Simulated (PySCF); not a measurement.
SMILES CC(C)B(F)F (PBE0/def2-SVP optimised geometry):

```
13

B      0.748     1.139     0.000
F      2.071     1.139     0.000
F      0.171     2.330     0.000
C     -0.088    -0.187    -0.045
C     -1.460    -0.040     0.613
C      0.692    -1.399     0.463
H     -0.256    -0.328    -1.135
H     -2.071    -0.944     0.465
H     -1.365     0.115     1.701
H     -2.018     0.816     0.207
H      1.657    -1.510    -0.052
H      0.121    -2.330     0.315
H      0.903    -1.313     1.541
```

Method: PySCF with PBE0/def2-TZVP.

### Question
What are the frontier orbital energies and the dipole moment?

### Answer
HOMO-2 -9.85 eV, HOMO-1 -9.83 eV, HOMO -8.92 eV, LUMO 0.15 eV, LUMO+1 0.95 eV; dipole moment 1.62 D.

On the same geometry PBE/def2-TZVP (PySCF) gives HOMO-2 -8.41 eV, HOMO-1 -8.40 eV, HOMO -7.47 eV, LUMO -0.84 eV, LUMO+1 0.13 eV; dipole moment 1.50 D.

Meta-Löwdin charges at PBE0/def2-TZVP: B1 0.66, F2 -0.29, F3 -0.29, C4 -0.21, C5 -0.33, C6 -0.33, H7 0.13, H8 0.11, H9 0.11, H10 0.12, H11 0.12, H12 0.11, H13 0.11.
